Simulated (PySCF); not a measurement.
C₅H₁₂FPSi.
SMILES with atom numbers: `[CH3:1][Si:2]([CH3:3])([CH3:4])[CH2:5]/[P:6]=[CH:7]/[F:8]` (hydrogens: H9, H10, H11 on C1; H12, H13, H14 on C3; H15, H16, H17 on C4; H18, H19 on C5; H20 on C7)

The same species was optimised twice, with GFN2-xTB and with PBE0-D3(BJ)/def2-SVP (PySCF), and the same property calculations (PySCF, gas phase) were run on both structures.

```json
{"coordinate": "Si2–C4 (Å)", "GFN2-xTB": "1.905", "PBE0-D3(BJ)/def2-SVP": "1.880", "change": "-0.025"}
{"coordinate": "C1–Si2 (Å)", "GFN2-xTB": "1.905", "PBE0-D3(BJ)/def2-SVP": "1.880", "change": "-0.025"}
{"coordinate": "Si2–C3 (Å)", "GFN2-xTB": "1.906", "PBE0-D3(BJ)/def2-SVP": "1.881", "change": "-0.025"}
{"coordinate": "Si2–C5 (Å)", "GFN2-xTB": "1.927", "PBE0-D3(BJ)/def2-SVP": "1.902", "change": "-0.025"}
{"coordinate": "C7–F8 (Å)", "GFN2-xTB": "1.348", "PBE0-D3(BJ)/def2-SVP": "1.328", "change": "-0.020"}
{"coordinate": "P6=C7 (Å)", "GFN2-xTB": "1.671", "PBE0-D3(BJ)/def2-SVP": "1.677", "change": "+0.006"}
{"coordinate": "C5–P6 (Å)", "GFN2-xTB": "1.847", "PBE0-D3(BJ)/def2-SVP": "1.853", "change": "+0.006"}
{"coordinate": "Si2–C5–P6 (°)", "GFN2-xTB": "112.4", "PBE0-D3(BJ)/def2-SVP": "113.9", "change": "+1.5"}
{"coordinate": "C1–Si2–C5 (°)", "GFN2-xTB": "108.1", "PBE0-D3(BJ)/def2-SVP": "109.3", "change": "+1.2"}
{"coordinate": "P6–C7–F8 (°)", "GFN2-xTB": "121.0", "PBE0-D3(BJ)/def2-SVP": "121.9", "change": "+0.9"}
{"coordinate": "C1–Si2–C3 (°)", "GFN2-xTB": "111.1", "PBE0-D3(BJ)/def2-SVP": "110.5", "change": "-0.6"}
{"coordinate": "C5–P6–C7 (°)", "GFN2-xTB": "99.2", "PBE0-D3(BJ)/def2-SVP": "99.7", "change": "+0.5"}
{"coordinate": "C1–Si2–C4 (°)", "GFN2-xTB": "110.5", "PBE0-D3(BJ)/def2-SVP": "110.0", "change": "-0.5"}
{"coordinate": "C3–Si2–C4 (°)", "GFN2-xTB": "110.4", "PBE0-D3(BJ)/def2-SVP": "110.0", "change": "-0.4"}
{"coordinate": "C3–Si2–C5 (°)", "GFN2-xTB": "107.7", "PBE0-D3(BJ)/def2-SVP": "108.1", "change": "+0.4"}
{"coordinate": "C1–Si2–C5–P6 (°)", "GFN2-xTB": "56", "PBE0-D3(BJ)/def2-SVP": "51", "change": "-5"}
{"coordinate": "Si2–C5–P6–C7 (°)", "GFN2-xTB": "91", "PBE0-D3(BJ)/def2-SVP": "92", "change": "+1"}
```

Rotational constants: A = 2335, B = 707.9, C = 669.4 MHz (GFN2-xTB) against A = 2385, B = 702.8, C = 665.9 MHz (PBE0-D3(BJ)/def2-SVP). Point groups within 0.08 Å: C1 and C1.

On the GFN2-xTB structure: HOMO (eV) -6.85 [PBE0/pcSseg-1]; LUMO (eV) -1.40 [PBE0/pcSseg-1]; dipole (D) 2.81 [PBE0/pcSseg-1]; GIAO shielding of C1/C3/C4 (mean) (ppm) 188.4 [PBE0/pcSseg-1]; GIAO shielding of Si2 (ppm) 347.6 [PBE0/pcSseg-1]; GIAO shielding of C5 (ppm) 173.0 [PBE0/pcSseg-1]; GIAO shielding of P6 (ppm) 121.6 [PBE0/pcSseg-1]; GIAO shielding of C7 (ppm) -36.3 [PBE0/pcSseg-1]; GIAO shielding of F8 (ppm) 227.5 [PBE0/pcSseg-1].

Task: What do these properties become on the PBE0-D3(BJ)/def2-SVP structure?

Result: 
| property | level | on GFN2-xTB | on PBE0-D3(BJ)/def2-SVP | change |
| --- | --- | --- | --- | --- |
| HOMO (eV) | PBE0/pcSseg-1 | -6.85 | -6.82 | +0.03 |
| LUMO (eV) | PBE0/pcSseg-1 | -1.40 | -1.37 | +0.03 |
| dipole (D) | PBE0/pcSseg-1 | 2.81 | 2.66 | -0.15 |
| energy, GFN2-xTB geometry as zero (kcal/mol) | PBE0/pcSseg-1 | 0.0 | -1.4 | -1.4 |
| GIAO shielding of C1/C3/C4 (mean) (ppm) | PBE0/pcSseg-1 | 188.4 | 186.0 | -2.4 |
| GIAO shielding of Si2 (ppm) | PBE0/pcSseg-1 | 347.6 | 350.3 | +2.7 |
| GIAO shielding of C5 (ppm) | PBE0/pcSseg-1 | 173.0 | 171.4 | -1.6 |
| GIAO shielding of P6 (ppm) | PBE0/pcSseg-1 | 121.6 | 122.6 | +1.0 |
| GIAO shielding of C7 (ppm) | PBE0/pcSseg-1 | -36.3 | -36.4 | -0.1 |
| GIAO shielding of F8 (ppm) | PBE0/pcSseg-1 | 227.5 | 225.7 | -1.8 |

The heavy atoms differ by 0.059 Å rms after alignment. Among bonds between heavy atoms C1–Si2, Si2–C3, Si2–C4 and Si2–C5 change most and about equally (-0.025 Å). Changes are differences of the printed values. Neither structure is proved a minimum here.

Conformer computed: `[CH3:1][Si:2]([CH3:3])([CH3:4])[CH2:5]/[P:6]=[CH:7]/[F:8]`: C1–Si2–C5–P6 51°, Si2–C5–P6–C7 92°.
